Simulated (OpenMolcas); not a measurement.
neutral oxygen: effect of the basis set

* Program: OpenMolcas
* Method: XMS-CASPT2, IPEA 0.25 Eh, imaginary shift 0.1 Eh (closed shells correlated: 1s)
* Active space: 6 electrons in 4 orbitals (2s 2p)
* State averaging: 2S+1 = 3 even, 3 roots; 2S+1 = 1 even, 6 roots
* Spin-orbit coupling: state interaction with AMFI integrals over the reference wave functions, term energies averaged over their components

A. ANO-R1 [3s2p1d], X2C, finite nucleus; CASPT2 step roughly 0.5 core-seconds
B. ANO-RCC-VTZP [4s3p2d1f], DKH2, point nucleus; CASPT2 step roughly 1 core-seconds
C. ANO-R2 [4s4p2d1f], X2C, finite nucleus; CASPT2 step of the order of 0.8 core-seconds

Energies in cm-1 above 2s2 2p4 3P2, the measured ground level; measured values from NIST Handbook of Basic Atomic Spectroscopic Data.

```tsv
Level	A	B	C	Measured
2s2 2p4 3P2	0.0	0.0	0.0	0.0
2s2 2p4 3P1	144	149	148	158
2s2 2p4 3P0	215	222	221	227
2s2 2p4 1D2	16990	16080	15960	15868
2s2 2p4 1S0	34800	34400	34060	33793
```

Deviations, from unrounded energies. A percentage is the sum of absolute deviations over the sum of measured energies, with the sign that they share, or ± where signs differ.

```json
{"Against measurement": "mean absolute deviation (cm-1)", "Levels": "4", "A": "540", "B": "210", "C": "93"}
{"Against measurement": "fine structure of the ground term (%)", "Levels": "2", "A": "-6.7", "B": "-3.5", "C": "-4.2"}
{"Against measurement": "other terms of the ground configuration (%)", "Levels": "2", "A": "+4.3", "B": "+1.6", "C": "+0.7"}
```

C lies closest to measurement on these levels and A furthest from it. The largest miss of C in the table is 2s2 2p4 1S0, by +270 cm-1. The ranking rests on the paired levels alone, and a cruder setting can come out closer through cancelling errors.

The two smallest mean deviations differ by little beside CASPT2's spread within terms, so their order carries little weight.

Among A to C the level of the table that moves most is 2s2 2p4 1D2, by 1000 cm-1 (lowest in C, highest in A). Moves below CASPT2's spread within the term are not significant.

Term energies are means over components that CASPT2 splits; among the terms shown or strongly mixed into the levels shown the widest spread is 1100 cm-1 (2s2 2p4 1D, A). Computed and measured levels are paired by configuration, term and J; levels that our copy of the source lacks, or whose pairing is in doubt (as where it misses far off the trend of its configuration), stay unpaired and out of the deviations. Levels of configurations outside the active space are missing.
